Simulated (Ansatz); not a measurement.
Basis-set extrapolation for `[SiH3]B[SiH2][SiH3]` (PBE0-D4/def2-TZVP geometry, frozen core, Ansatz). Multiplicity 1, RHF reference.

```json
{"": "HF", "def2-TZVPP": "-896.710720", "def2-QZVPP": "-896.738632"}
{"": "MP2 correlation", "def2-TZVPP": "-0.483282", "def2-QZVPP": "-0.516948"}
{"": "CCSD(T) correlation", "def2-TZVPP": "-0.585788", "def2-QZVPP": "not run"}
```

Energies in hartree. Use E(X) = E(∞) + A·exp(−7.88·√X) for Hartree–Fock and E(X) = E(∞) + B·X^(−2.97) for correlation, with X = 3 and 4, and add CCSD(T) minus MP2 of the smaller set to the MP2 limit.

**Question.** What is the CCSD(T) energy at the basis-set limit?

**Answer.** HF limit: -896.738632 + (-0.027912) × 0.13774 = -896.74248. MP2 limit: -0.516948 + (-0.033666) × 0.74074 = -0.54189. Higher-order term: -0.585788 − (-0.483282) = -0.10251. Total: -897.38688 hartree, 2.46 eV below CCSD(T)/def2-TZVPP.
